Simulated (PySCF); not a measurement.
**Shifts of the heteroatoms**

Geometry (Å), atoms numbered from 1 in this order:
```xyz
16

O    -0.484    2.630   -0.364
C    -0.275    1.452   -0.222
C     1.057    0.918    0.270
C     1.346   -0.499   -0.214
C     0.248   -1.482    0.145
O     0.460   -2.658    0.301
C    -1.136   -0.877    0.295
C    -1.322    0.396   -0.523
H     1.842    1.633   -0.013
H     1.012    0.936    1.375
H     1.427   -0.510   -1.317
H     2.300   -0.892    0.165
H    -1.878   -1.651    0.053
H    -1.264   -0.656    1.370
H    -2.315    0.847   -0.389
H    -1.233    0.167   -1.601
```

Relativity neglected, isolated molecule, equivalent nuclei averaged, one computed conformer. Geometry from PBE0-D3(BJ)/def2-SVP; NMR shieldings at PBE0/pcSseg-1/GIAO; J couplings at B3LYP/pcJ-1 (without the spin–dipole term); PySCF.

What are the ¹⁷O shifts?

Answers


```csv
atoms,environment,σ (ppm),δ (ppm)
O1/O6,ketone oxygen,-347.9,574.3
```

Shieldings were converted by a linear fit to measured shifts: ¹⁷O (scatter 13.4 ppm rms, 14.2 ppm with the 1 outlier that the fit left out vs liquid water, solution or neat liquid). A few per cent of atoms miss by over 2 rms, more outside the fitted compound classes. Couplings are scaled by factors fitted to measured values: ²J(H,H) × 0.91 (rms 0.6 Hz), ³J(H,H) × 0.91 (rms 0.4 Hz, 0.5 with 2 outliers); all others are unscaled and can be 10–30 % off.

Couplings (the largest are listed; each averaged over equivalent pairs; quadrupolar broadening usually hides them): ¹J(O1,C2) = 34.2 Hz, ²J(O1,C3) = -1.1 Hz, ³J(O1,H9) = -1.6 Hz.

On a 600 MHz spectrometer ¹⁷O resonates near 81.3 MHz, so 1 ppm is 81.3 Hz.
